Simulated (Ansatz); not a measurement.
Relaxation of FGeH$_{5}$Se (8 atoms, charge 0, multiplicity 1), to a largest force component of 0.03 eV/Å in at most 50 steps.

Theory: RKS B3LYP-D4/def2-SVP (Ansatz).

```xyz
8
Properties=species:S:1:pos:R:3:forces:R:3
Ge -0.367 0.561 -0.781 -0.03 0.08 -0.07
F -0.158 -2.182 0.588 -0.09 -0.69 -0.77
H -0.444 1.861 -1.609 0.00 0.01 0.01
H -1.776 -0.022 -0.604 0.01 0.00 -0.01
H 0.618 -0.420 -1.425 0.00 -0.01 -0.01
H -0.100 -1.651 1.329 0.12 0.79 0.83
Se 0.418 1.102 1.423 -0.03 -0.20 0.02
H 1.809 0.750 1.079 0.02 0.03 0.01
```

Problem. Where does it end, and by what steps?

Solution. It converged. After 8 steps the energy has fallen by 0.094 eV; Se7 moved furthest, 0.28 Å.

```csv
step,energy less start (eV),largest force component (eV/Å),accepted
0,0.0000,0.825,yes
1,-0.0227,1.513,yes
2,-0.0528,0.385,yes
3,-0.0280,1.576,no
4,-0.0732,0.329,yes
5,-0.0853,0.469,yes
6,-0.0913,0.085,yes
7,-0.0902,0.143,no
8,-0.0942,0.022,yes
```

```xyz
8
Properties=species:S:1:pos:R:3
Ge -0.385 0.532 -0.812
F -0.192 -2.237 0.749
H -0.316 1.890 -1.538
H -1.837 0.055 -0.684
H 0.522 -0.499 -1.493
H 0.087 -1.482 1.235
Se 0.348 0.836 1.460
H 1.773 0.905 1.082
```

Whether the end is a true minimum wasn't checked by a vibrational analysis.

Time of the run: 17 s on 2 threads of AMD EPYC 9R14 (Zen 4), with other jobs on the host, peak memory 0.27 GiB.
